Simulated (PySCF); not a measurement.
## Working out the excitation energy of Cl+

Cl+ [Ne] 3s2 3p4 (3P) → Cl+ [Ne] 3s1 3p4 4s1 (5P). All numbers are calculated (PySCF 2.14, no relativity, point nucleus, in aug-cc-pV(T+d)Z (6s5p4d2f, 55 functions)). Frozen: [Ne]. Energies in hartree (1 hartree = 27.21139 eV):

```csv
part,Cl+ (lower),Cl+ (upper)
UHF,-459.053383,-458.118738
MP2 opposite-spin,-0.096574,-0.083189
MP2 same-spin,-0.028782,-0.035117
```

Task: What does Hartree-Fock give?

Result: (-458.118738) − (-459.053383) = 0.934645 hartree = 25.433 eV.

Task: What do MP2 and SCS-MP2 (6/5 opposite-spin, 1/3 same-spin) give?

Result: The opposite-spin parts differ by 0.364 eV and the same-spin parts by -0.172 eV. MP2: 25.433 + (0.364) + (-0.172) = 25.625 eV. SCS-MP2: 25.433 + 1.2 × (0.364) + (-0.172)/3 = 25.812 eV.

The upper state lies above the first ionisation limit, where it may autoionise and the basis confines it. A Rydberg-like electron needs more diffuse functions than a valence basis has.
